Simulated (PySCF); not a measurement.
Structure with atom numbers: `[O:1]=[C:2](/[CH:3]=[CH:4]/[CH:5]1[CH2:6][CH2:7]1)[CH2:8][CH2:9][SiH3:10]` (H(Xn): hydrogen on atom n). Ha(C6), Ha(C7) are cis to C4 on the ring; Hb(C6), Hb(C7) are trans to C4 on the ring.

PySCF calculation with structure optimised with GFN2-xTB and σ from GIAO-PBE0/pcSseg-1; fast rotation and ring inversion assumed for equivalent nuclei, no solvent model, non-relativistic, one computed conformer.

Chemical shifts δ = σref − σ; ¹³C (σref 186.93) and ¹H (σref 31.72) and ²⁹Si (σref 349.16) against TMS; ¹⁷O (σref 336.08) against H2O, all at this level.

```csv
atoms,nucleus,count,Hirshfeld charge,δ (ppm)
H(C9),¹H,2,0.04,?
C9,¹³C,1,-0.16,?
H(C8),¹H,2,0.05,2.65
H(C3),¹H,1,0.04,6.44
C3,¹³C,1,-0.08,130.6
Si10,²⁹Si,1,0.27,-78.9
C8,¹³C,1,-0.08,?
O1,¹⁷O,1,-0.18,562.9
C6/C7,¹³C,2,-0.08,?
H(Si10),¹H,3,-0.10,4.12
C5,¹³C,1,-0.04,20.2
Ha(C6)/Ha(C7),¹H,2,0.05,0.74
Hb(C6)/Hb(C7),¹H,2,0.06,?
H(C5),¹H,1,0.05,1.56
H(C4),¹H,1,0.05,6.95
C2,¹³C,1,0.16,205.4
C4,¹³C,1,0.00,166.9
```

Complete the table.

Results:


- C8: 42.4 ppm, sp3 CH2 α to a carbonyl; α to the electron-withdrawing carbonyl group
- C6/C7: 12.4 ppm, three-membered-ring carbon; carbons of three-membered rings are unusually shielded
- C9: 4.5 ppm, sp3 CH2 bonded to Si; an electropositive neighbour leaves it electron-rich and shielded
- Hb(C6)/Hb(C7): 1.09 ppm, hydrogen on a three-membered-ring carbon; cyclopropane-type protons are shielded by the ring
- H(C9): 0.73 ppm, hydrogen on an sp3 CH2 bonded to Si; an electropositive neighbour shields it, as in TMS itself

Shifts are as computed. Against solution values, carbons near 30 ppm lie about +3 ppm off and those near 130 ppm about +5 ppm. Of 1309 compounds with measured shifts, 239 miss one by over three times the rms of a fit or turn the order of signals round; such compounds aren't used in these exercises. Unscaled 17O shifts of doubly bonded oxygen tend to come out too high, by tens of ppm or more. Experimental scales use liquid or dissolved standards, which lie at an offset from isolated H2O (liquid H2O: subtract about 36 ppm).
